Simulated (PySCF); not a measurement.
PySCF 2.14 output of an unrestricted r2SCAN calculation on a single atom or ion in ANO-R3, with the spin-free X2C one-electron Hamiltonian (Gaussian nucleus):

```
SCF conv_tol = 1e-09
number electrons alpha = 5  beta = 2
    J. W. Furness, A. D. Kaplan, J. Ning, J. P. Perdew, and J. Sun.,  J. Phys. Chem. Lett. 11, 8208-8215 (2020)
    J. W. Furness, A. D. Kaplan, J. Ning, J. P. Perdew, and J. Sun.,  J. Phys. Chem. Lett. 11, 9248-9248 (2020)
    J. W. Furness, A. D. Kaplan, J. Ning, J. P. Perdew, and J. Sun.,  J. Phys. Chem. Lett. 11, 8208-8215 (2020)
    J. W. Furness, A. D. Kaplan, J. Ning, J. P. Perdew, and J. Sun.,  J. Phys. Chem. Lett. 11, 9248-9248 (2020)
cycle= 1 E= -54.2314055793028  delta_E= -0.00471  |g|= 0.0193  |ddm|= 0.0813
cycle= 2 E= -54.2316746995365  delta_E= -0.000269  |g|= 0.0111  |ddm|= 0.0293
cycle= 3 E= -54.2317490931597  delta_E= -7.44e-05  |g|= 0.00416  |ddm|= 0.0138
cycle= 4 E= -54.2317640335869  delta_E= -1.49e-05  |g|= 0.000242  |ddm|= 0.00693
cycle= 5 E= -54.2317641070818  delta_E= -7.35e-08  |g|= 1.18e-05  |ddm|= 0.00059
cycle= 6 E= -54.231764107181  delta_E= -9.92e-11  |g|= 1.87e-06  |ddm|= 1.65e-05
converged SCF energy = -54.231764107181  <S^2> = 3.7670009  2S+1 = 4.0084914
```

The run itself started from symmetry-adapted Hartree-Fock orbitals and held the occupation by maximum overlap, on a logarithmic radial grid, so the iterations belong to that start.

**Question.** Which element, charge and spin multiplicity is this?

**Answer.** N (nitrogen, neutral), multiplicity 4; the state was [He] 2s1 2p4, high-spin 4P determinant (an excited configuration).
